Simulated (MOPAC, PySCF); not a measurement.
C$_{10}$H$_{7}$BS, SMILES `Bc1cc2cc(C#C)ccc2s1`, neutral singlet in the gas phase. 

Cartesian coordinates (Å):
```xyz
19

B     -3.8445    -1.8424    -0.2513
C     -2.4708    -1.2448     0.0400
C     -1.5692    -0.7321    -0.8707
C     -0.3657    -0.2440    -0.2842
C      0.7541     0.3369    -0.9059
C      1.8370     0.7498    -0.1351
C      2.9831     1.3414    -0.7498
C      3.9595     1.8436    -1.2656
C      1.8016     0.5809     1.2762
C      0.7133     0.0133     1.9079
C     -0.3764    -0.4022     1.1286
S     -1.8416    -1.1332     1.6703
H     -4.5446    -2.2612     0.6395
H     -4.2247    -1.8904    -1.3974
H     -1.7747    -0.7098    -1.9426
H      0.7766     0.4647    -1.9897
H      4.8229     2.2881    -1.7253
H      2.6610     0.9116     1.8623
H      0.7032    -0.1088     2.9927
```
Charge 0, spin multiplicity 1.

All levels are single points at this geometry (PBE0-D3(BJ)/def2-SVP); Pople sets use spherical d functions. Orbital energies aren't observables, and empty levels follow the basis.

| level | HOMO (eV) | LUMO (eV) | gap (eV) | dipole (D) | vertical IE, Delta-SCF (eV) |
|---|---|---|---|---|---|
| PBE0-D3(BJ)/def2-TZVP in PySCF | -6.63 | -2.47 | 4.16 | 1.42 | 8.11 |
| ωB97X-D3(BJ)/def2-TZVP in PySCF | -8.63 | -0.55 | 8.09 | 1.22 | 8.35 |
| B3LYP/3-21G in PySCF | -6.32 | -2.38 | 3.94 | 1.92 | – |
| B3LYP/6-311+G** in PySCF | -6.47 | -2.63 | 3.84 | 1.39 | – |
| B3LYP/LANL2DZ in PySCF | -6.44 | -2.53 | 3.91 | 1.73 | – |
| BP86/6-31G* in PySCF | -5.59 | -3.03 | 2.56 | 1.92 | – |
| M06-2X/6-31G* in PySCF | -7.38 | -1.39 | 5.99 | 1.38 | – |
| PBE/6-31G* in PySCF | -5.50 | -2.95 | 2.55 | 1.93 | 7.76 |
| SVWN5/6-31G* in PySCF | -5.66 | -3.17 | 2.49 | 1.99 | 7.96 |
| HF/STO-3G in PySCF | -6.22 | 4.34 | 10.56 | 0.56 | – |
| AM1 in MOPAC | -8.55 | -0.75 | 7.81 | 0.77 | – |
| PM3 in MOPAC | -8.86 | -1.40 | 7.47 | 2.50 | – |
| PM7 in MOPAC | -8.57 | -1.43 | 7.14 | 0.82 | – |
